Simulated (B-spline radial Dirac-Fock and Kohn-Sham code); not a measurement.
**Two-hole binding energies of Tl⁶⁹⁺**

System: thallium as Tl⁶⁹⁺, configuration [Ne] 3s2.

Input of the calculation (task.json; shells as n, l, electrons):

```json
{"items": [{
  "Z": 81,
  "q": 69,
  "cfg": [[1, 0, 2], [2, 0, 2], [2, 1, 6], [3, 0, 2]],
  "A": 205,
  "rrms": 5.4759,
  "do": ["binding", "quiet", "double"]
}]}
```

Launch: `python xray_run.py task.json out`

These are calculated numbers from a radial B-spline solver; the model is Dirac-Fock (average of configuration) total-energy differences with a finite nucleus, the Breit interaction including its frequency dependence, and self-energy and vacuum-polarisation corrections. U is the two-hole binding energy less the two single-hole energies, the effective repulsion of the holes after relaxation. Each two-hole energy is an average over J within one jj subconfiguration.

| holes | E(a) (eV) | E(b) (eV) | E(ab) (eV) | U (eV) |
| --- | --- | --- | --- | --- |
| 1s⁻² | 91928.8 | 91928.8 | ? | ? |
| 1s⁻¹ 2p1/2⁻¹ | 91928.8 | 20792.8 | 113332.7 | 611.1 |
| 1s⁻¹ 2p3/2⁻¹ | 91928.8 | 18685.2 | 111117.4 | 503.4 |
| 2s⁻² | 21371.2 | 21371.2 | 43107.2 | 364.9 |
| 2s⁻¹ 2p1/2⁻¹ | 21371.2 | 20792.8 | 42521.3 | 357.3 |
| 2p1/2⁻² | 20792.8 | 20792.8 | 42036.9 | 451.2 |
| 2s⁻¹ 2p3/2⁻¹ | 21371.2 | 18685.2 | 40390.5 | 334.2 |
| 2p1/2⁻¹ 2p3/2⁻¹ | 20792.8 | 18685.2 | 39868.7 | 390.7 |
| 2p3/2⁻² | 18685.2 | 18685.2 | 37745.2 | 374.9 |
| 2p1/2⁻¹ 3s⁻¹ | 20792.8 | 8729.9 | 29718.7 | 196.0 |
| 2p3/2⁻¹ 3s⁻¹ | 18685.2 | 8729.9 | 27606.3 | 191.3 |

**Question.** Give the missing two-hole energy and U.

**Answer.** E(ab) = 185604.5 eV and U = 1746.9 eV.
